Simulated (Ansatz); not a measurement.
Zn12H30Se12⁻. The state is a doublet with charge -1. Geometry PBE-D4/def2-SVP, that of the neutral singlet; atoms count from 1.

Cartesian coordinates in Å:
```
Zn 3.124 1.011 -3.605
Se -0.183 3.007 -3.934
Zn 3.286 -0.700 -1.609
Se 4.580 -0.170 0.419
Se 1.218 0.683 -1.948
Zn 1.513 2.053 0.100
Zn -2.220 2.938 -2.210
Se -0.924 3.119 -0.037
Zn 2.907 -0.827 2.105
Se 0.861 0.625 2.014
Zn 2.371 0.875 4.037
Zn -2.611 2.788 1.827
Se -1.017 2.598 3.961
Se 2.886 -3.106 -1.942
Zn -0.372 -1.190 -2.348
Se -2.477 0.405 -2.177
Zn 1.406 -3.473 -0.014
Se 2.479 -3.245 2.194
Se -0.773 -2.237 -0.122
Zn -0.768 -1.253 2.151
Zn -4.288 -0.162 -0.475
Se -2.870 0.260 1.583
Zn -0.873 -4.774 -0.123
Se -4.013 -2.795 -0.795
H 4.181 2.791 -2.479
H 3.067 1.891 -4.886
H 0.816 3.695 -3.081
H -0.645 4.310 -4.507
H 4.223 -0.107 -2.970
H 3.769 2.712 -1.824
H 4.074 1.239 0.421
H 2.754 3.031 0.173
H -3.369 3.906 -2.641
H -0.870 4.602 0.019
H 3.497 -0.340 3.686
H 2.311 2.053 5.054
H 1.138 -0.520 5.436
H -3.811 3.755 2.090
H 0.147 3.411 3.538
H -1.648 3.778 4.634
H 1.702 -2.815 -2.816
H -0.807 -4.288 -2.528
H -0.198 -2.174 -3.573
H -3.311 0.273 -3.398
H 0.785 -5.111 -0.152
H 1.151 -3.010 2.848
H 0.792 -0.841 4.818
H -0.761 -2.136 3.462
H -5.780 0.287 -0.610
H -3.935 0.099 2.605
H -1.077 -5.011 -2.431
H -2.156 -5.615 0.144
H -5.486 -3.043 -0.683
H -3.792 -3.248 0.599
```

Single mean-field runs in def2-SVP are fitted with def2-universal-jkfit. The highest occupied level of the charge -1 doublet lies above zero (up to 0.72 eV). By energy differences its removal costs 0.30 eV (vertical, to the charge 0 singlet, at PBE0-D4/def2-SVP); self-interaction error and the lack of diffuse functions both raise the level. In the doublet geometry the species has come apart into loosely held pieces.

Estimate the Mulliken populations of the heavy atoms from the PBE0/def2-SVP orbitals of Ansatz.


```tsv
atom	charge (e)	spin (α − β)	d electrons
Zn1	0.33	0.02	9.93
Se2	-0.02	0.00	–
Zn3	0.42	0.01	9.94
Se4	-0.34	0.00	–
Se5	-0.62	-0.01	–
Zn6	0.38	0.07	9.93
Zn7	0.37	0.03	9.94
Se8	-0.35	0.03	–
Zn9	0.42	0.01	9.94
Se10	-0.62	-0.01	–
Zn11	0.33	0.02	9.93
Zn12	0.38	0.02	9.94
Se13	-0.04	0.00	–
Se14	-0.34	0.00	–
Zn15	0.41	0.06	9.93
Se16	-0.35	0.02	–
Zn17	0.42	0.01	9.94
Se18	-0.34	0.00	–
Se19	-0.62	-0.01	–
Zn20	0.39	0.07	9.93
Zn21	0.38	0.02	9.94
Se22	-0.35	0.02	–
Zn23	0.33	0.02	9.93
Se24	-0.03	0.00	–
```
Mulliken values and Mayer orders depend strongly on the basis.

Where does the spin sit?

Summed by element: Zn 0.36, Se 0.04, H 0.60, of 1 unpaired in all. Largest on single atoms: H34 0.18, H44 0.18, H50 0.18.

And the Mayer bond orders between bonded heavy atoms (over 0.3)?

Zn1–Se5 0.47 (2.55 Å); Se2–Zn7 0.34 (2.67 Å); Zn3–Se4 0.62 (2.46 Å); Zn3–Se5 0.54 (2.51 Å); Zn3–Se14 0.63 (2.46 Å); Se4–Zn9 0.62 (2.46 Å); Se5–Zn6 0.48 (2.48 Å); Se5–Zn15 0.47 (2.49 Å); Zn6–Se8 0.36 (2.66 Å); Zn6–Se10 0.48 (2.48 Å); Zn7–Se8 0.49 (2.54 Å); Zn7–Se16 0.47 (2.55 Å); Se8–Zn12 0.49 (2.54 Å); Zn9–Se10 0.53 (2.51 Å); Zn9–Se18 0.63 (2.46 Å); Se10–Zn11 0.48 (2.54 Å); Se10–Zn20 0.46 (2.49 Å); Zn12–Se13 0.34 (2.67 Å); Zn12–Se22 0.47 (2.55 Å); Se14–Zn17 0.63 (2.46 Å); Zn15–Se16 0.38 (2.65 Å); Zn15–Se19 0.46 (2.49 Å); Se16–Zn21 0.47 (2.55 Å); Zn17–Se18 0.62 (2.47 Å); Zn17–Se19 0.54 (2.51 Å); Se19–Zn20 0.48 (2.48 Å); Se19–Zn23 0.47 (2.54 Å); Zn20–Se22 0.37 (2.65 Å); Zn21–Se22 0.49 (2.53 Å); Zn21–Se24 0.34 (2.67 Å).
